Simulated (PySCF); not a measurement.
**Radial density of Si (silicon, neutral)**

BP86, [Ne] 3s2 3p1 4s1, 4s spin antiparallel (an excited configuration). Computed with PySCF 2.14 in dyall-av2z, with the non-relativistic Hamiltonian (point nucleus).

```csv
r (bohr),4πr²ρ (e/bohr),4πr²(ρα − ρβ)
0.00236,0.1164,0.0000
0.00397,0.3141,-0.0001
0.00668,0.8248,-0.0003
0.0112,2.052,-0.0007
0.0189,4.690,-0.0017
0.0318,9.256,-0.0029
0.0535,14.40,-0.0025
0.0900,15.37,0.0068
0.151,10.82,0.0358
0.255,10.93,0.0710
0.428,14.25,0.0510
0.720,7.246,-0.0024
1.21,1.794,0.1454
2.04,1.546,0.4326
3.43,0.4388,0.1289
5.76,0.2685,-0.2320
9.70,0.02202,-0.0220
```

The outer electron is Rydberg-like, and this basis confines it to a smaller radius and binds it less than a complete one would. With the s spin flipped the determinant is a mixture of two multiplicities, not a spectroscopic state.
